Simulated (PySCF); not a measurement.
# How methods differ on the interval between two levels of Te³⁺

Te³⁺ [Kr] 4d10 5s2 5p1 [2P3/2, M_J = 3/2] → Te³⁺ [Kr] 4d10 5s1 5p1 6s1 [4P5/2, M_J = 5/2], as a difference of total energies. Calculation: PySCF 2.14, in x2c-TZVPall-2c with one added diffuse shell each of s, p, d, f type (9s10p6d3f, 90 functions); the two-component X2C-1e Hamiltonian. Correlated levels: [Ar] 3d10 frozen; the 6 highest virtual spinors dropped. "Screened" scales the spin-orbit matrix elements by Boettger's factors to mimic the two-electron term; Breit and QED terms are absent.

```json
{"method": "GHF (spin-free)", "interval between two levels (cm⁻¹)": "193530"}
{"method": "GMP2 (spin-free)", "interval between two levels (cm⁻¹)": "207130"}
{"method": "GHF (screened spin-orbit)", "interval between two levels (cm⁻¹)": "193870"}
{"method": "GMP2 (screened spin-orbit)", "interval between two levels (cm⁻¹)": "207490"}
```

The labels give the starting determinants; with spin-orbit coupling the two ends relaxed to ⟨J²⟩ = 3.76, ⟨L²⟩ = 2.03, ⟨S²⟩ = 0.77 and ⟨J²⟩ = 8.77, ⟨L²⟩ = 2.03, ⟨S²⟩ = 3.77.
